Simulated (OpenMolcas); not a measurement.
Levels of Xe VII by method

| Quantity | Value |
| --- | --- |
| Program | OpenMolcas |
| Basis | ANO-RCC-VTZP [7s6p4d2f1g] |
| Scalar Hamiltonian | DKH2, point nucleus |
| Active space | 2 electrons in 4 orbitals (5s 5p) |
| State averaging | 2S+1 = 3 even, 3 roots; 2S+1 = 1 even, 7 roots; 2S+1 = 3 odd, 3 roots; 2S+1 = 1 odd, 3 roots |
| Spin-orbit coupling | RASSI with atomic mean-field integrals over the reference wave functions, term energies averaged over their components |

Methods on the same reference wave functions:
A. CASSCF
B. SS-CASPT2, IPEA 0.25 Eh, imaginary shift 0.1 Eh (closed shells correlated: 4d)
C. MS-CASPT2, IPEA 0.25 Eh, imaginary shift 0.1 Eh (closed shells correlated: 4d)
D. XMS-CASPT2, IPEA 0.25 Eh, imaginary shift 0.1 Eh (closed shells correlated: 4d)

Energies in cm⁻¹ above 5s² ¹S₀, the measured ground level; measured values from Saloman, J. Phys. Chem. Ref. Data 33, 765 (2004).

| Level | A | B | C | D | Measured |
| --- | --- | --- | --- | --- | --- |
| 5s² ¹S₀ | 0.0 | 0.0 | 0.0 | 0.0 | 0.0 |
| 5s 5p ³P°₀ | 92058 | 96760 | 97350 | 98350 | 96141 |
| 5s 5p ³P°₁ | 96420 | 100740 | 101330 | 102320 | 100451 |
| 5s 5p ³P°₂ | 107775 | 112470 | 113060 | 114060 | 113676 |
| 5s 5p ¹P°₁ | 153478 | 141280 | 141870 | 142380 | 143259 |
| 5p² ³P₀ | 224742 | 225170 | 225760 | 226620 | 223673 |
| 5p² ³P₁ | 233455 | 234760 | 235360 | 236270 | 234685 |
| 5p² ¹S₀ | 283819 | 274350 | 275550 | 275950 | 273208 |

Deviations, from unrounded energies. A percentage is the sum of absolute deviations over the sum of measured energies, with the sign that they share, or ± where signs differ.

```
           Against measurement  Levels     A     B     C     D
mean absolute deviation (cm-1)       7  5300   970  1300  1800
      other configurations (%)       7  ±3.1  ±0.6  ±0.8  ±1.1
```

B lies closest to measurement on these levels and A furthest from it. The largest miss of B in the table is 5s 5p ¹P°₁, by -2000 cm-1. The ranking rests on the paired levels alone, and a cruder setting can come out closer through cancelling errors.

Among B to D the level of the table that moves most is 5p² ¹S₀, by 1600 cm-1 (lowest in B, highest in D). Moves below CASPT2's spread within the term are not significant.

The lowest spin-free term lies below A's lowest term by 0.421 hartree in B, 0.424 hartree in C, 0.430 hartree in D.

CASPT2 breaks the degeneracy within a term, and the mean is taken; among the terms shown or strongly mixed into the levels shown the widest spread is 260 cm-1 (5s 5p ¹P°, D). Over all roots computed the reference weight is 0.90 to 0.96 in B, 0.90 to 0.96 in C, 0.83 to 0.96 in D; the roots of lowest weight are the least certain, and an intruder state may touch them. The ¹D term of p² mixes with s d, which this space lacks. Measured partners are found by configuration, term and J. A level has none where our copy of the source lacks it or the pairing is in doubt (some pairs that miss far off the trend of their configuration count as doubtful), and it then counts in no deviation. Only configurations of the active space appear. The table leaves out levels that lie high or whose names do not pair safely across all columns.

° marks odd parity.
